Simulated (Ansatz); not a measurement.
`CC[SiH](F)Br` → `FCC([SiH3])Br`  (isomerisation)

Program: Ansatz. Geometries: PBE0-D4/def2-TZVP. ΔE: electronic, gas phase. CCSD(T)/CBS is the MP2 limit (def2-TZVPP, def2-QZVPP) plus CCSD(T) − MP2 in def2-TZVPP, frozen cores. DFT in def2-TZVPP. For Br outer-core shells are correlated without core-valence functions, which leaves a few kJ/mol of doubt a bond. Scalar relativity is left out up to krypton. One conformer a species, not always the lowest.

| level | ΔE (eV) |
| --- | --- |
| PBE0-D4 | 3.84 |
| ωB97X-V | 3.81 |
| B2PLYP | 3.90 |
| MP2/CBS(def2) | 4.06 |

(1) What does CCSD(T)/CBS give? (An estimate is asked.)

Largest T1 diagnostic among the species: 0.010.

Answers

(1) Computed: +3.91 eV. The listed levels differ from it by -0.07, -0.10, -0.01, 0.15 eV.

From PBE to PBE0 (25 % exact exchange), in def2-TZVPP and without D4, ΔE moves by +0.11 eV.
